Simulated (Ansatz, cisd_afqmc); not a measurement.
Species: BeF$_{2}$, charge 0, singlet. BeF2 (SMILES [F][Be][F]).
B3LYP-D3(BJ)/def2-TZVP minimum from Ansatz (a program for electronic structure):
```
Be
F 1 1.3812
F 1 1.3812 2 180.00
```

Wanted: atomisation energy (electronic, to ground-state atoms), in kcal/mol. Open shells are spin-unrestricted; no spin-orbit coupling. Correlated methods leave the cores frozen. No relativity. The Monte Carlo rows (phaseless AFQMC, CISD trial, step 0.005/hartree) carry one-sigma bars that omit the constraint's bias. Outlying blocks are dropped, and bars are widened where a walk drifts. Over all cases where full CI ran beside it in this data, AFQMC minus full CI had a median of +0.1 mEh and passed +0.4 mEh in a tenth of the cases. CBS(X,Y): correlation extrapolated as X^-3, Hartree-Fock from the larger set. A bracket is a step between two methods taken in the basis named. For partners of very few electrons the exact lower level stands in for a higher one. The restricted determinant of Be ([Be], singlet) is unstable towards broken spin symmetry in at least one set run.

| level | program | atomisation energy (kcal/mol) | difference against the last row |
|---|---|---|---|
| PBE0/def2-TZVPD | Ansatz | 298.8 | -7.1 |
| MP2/def2-TZVPP | Ansatz | 311.1 | 5.2 |
| MP2/CBS(def2-TZVPP,def2-QZVPP) | Ansatz | 327.0 | 21.1 |
| CCSD(T)/def2-TZVPP | Ansatz | 287.8 | -18.1 |
| CCSDT(Q)/def2-SVP | Ansatz | 271.5 | -34.4 |
| CCSDT(Q)/def2-TZVPP | Ansatz | 287.9 | -18.0 |
| CCSDTQ/def2-SVP | Ansatz | 271.5 | -34.4 |
| AFQMC/CISD/def2-SVP | cisd_afqmc | 271.6 ± 0.5 | -34.3 |
| CCSD(T)/CBS(def2-TZVPP,def2-QZVPP) + [CCSDT(Q) - CCSD(T)]/def2-SVP | Ansatz | 306.4 | 0.5 |
| CCSD(T)/CBS(def2-TZVPP,def2-QZVPP) + [CCSDT(Q) - CCSD(T)]/def2-TZVPP + [CCSDTQ - CCSDT(Q)]/def2-SVP | Ansatz | 305.9 | 0.0 |
